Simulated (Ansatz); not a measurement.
`C#CC1[SiH2]S1` + CH₃NH₂ → `C#CNC` + `C1[SiH2]S1` at 298.15 K and 1 bar (substitution at a C–C bond).

Isolated molecules relaxed with PBE0-D4/def2-TZVP in Ansatz; ΔE leaves out vibrations. CBS: MP2 limit from def2 TZ/QZ plus the TZ coupled-cluster correction, frozen cores.

```tsv
species	CCSD(T)/CBS energy (Eh)	H − E (kJ/mol)	S (J/(mol·K))
`C#CC1[SiH2]S1`	-803.34137	160.8	322.9
CH₃NH₂	-95.75281	180.0	240.4
`C#CNC`	-171.77864	208.1	290.4
`C1[SiH2]S1`	-727.30403	130.9	277.2
```

H − E and S are ideal-gas, rigid-rotor, harmonic terms from PBE0-D4/def2-TZVP, for one conformer and one mirror image of each species. 1 Eh = 2625.50 kJ/mol, R = 8.31446 J/(mol·K).

**Question.** By hand: ΔE, ΔH, ΔS and ΔG.

**Answer.** ΔE = (-171.77864) + (-727.30403) − (-803.34137) − (-95.75281) = 0.01151 Eh = 30.2 kJ/mol. Δ(H − E) = 208.1 + 130.9 − 160.8 − 180.0 = -1.8, so ΔH = 28.4 kJ/mol. ΔS = 290.4 + 277.2 − 322.9 − 240.4 = 4.3 J/(mol·K). ΔG = 28.4 − 298.15 × (4.3)/1000 = 27.1 kJ/mol.

**Question.** By hand: the equilibrium constant, and the temperature at which ΔG would vanish if ΔH and ΔS stayed fixed.

**Answer.** log₁₀ K = −ΔG/(RT ln 10) = -4.7. ΔG = 0 at ΔH/ΔS = 6605 K, far beyond where these terms or the molecules hold.

The number of gas molecules stays the same, so ΔS is small and ΔH decides. A doubt of 5 kJ/mol in ΔE shifts log₁₀ K by 0.9 here. Other conformers and mirror images would add mixing entropy, several J/(mol·K) or more a flexible species. These are equilibria of isolated gas molecules and say nothing of rates. Largest T1 diagnostic: 0.013 (customary marks: 0.02 for closed shells, 0.045 for open ones).
